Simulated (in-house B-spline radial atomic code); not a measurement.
Configurations of Sm6+, with energies counted from [Kr] 4d10 4f4 5s2 5p4. Computed with a B-spline radial code for spherical atoms: scalar-relativistic (X2C) B3LYP, spin-polarised, spherical fractional occupations, exact exchange averaged over the configuration, Fermi nucleus of rms radius 5.0819 fm. Shells without spins written out take the highest spin.

Occupations are held fixed; configurations that lie above the ionisation limit could autoionise.

| configuration | E - E(ref) (eV) | highest orbital | its <r> (bohr) |
| --- | --- | --- | --- |
| [Kr] 4d10 4f3 5s2 5p4 6s1 | 38.728 | 6s up | 2.531 |
| [Kr] 4d9 4f4 5s2 5p4 5d1 | 151.42 | 5d up | 1.729 |
| [Kr] 4d9 4f4 5s2 5p4 6p1 | 173.6 | 6p up | 2.804 |
| [Kr] 4d9 4f4 5s2 5p4 6d1 | 185.21 | 6d up | 3.379 |

Question: Order these further configurations by energy, lowest first.
A. [Kr] 4d9 4f4 5s2 5p5
B. [Kr] 4d10 4f3 5s2 5p4 6p1
C. [Kr] 4d10 4f3 5s2 5p5
D. [Kr] 4d10 4f3 5s2 5p4 5d1
E. [Kr] 4d9 4f4 5s2 5p4 6s1

Answer: C (-4.4801 eV), D (24.986 eV), B (46.975 eV), A (122.29 eV), E (165.33 eV).

Question: Is the reference the lowest configuration at this level of theory?

Answer: No: [Kr] 4d10 4f3 5s2 5p5 lies 4.48 eV lower with this functional.
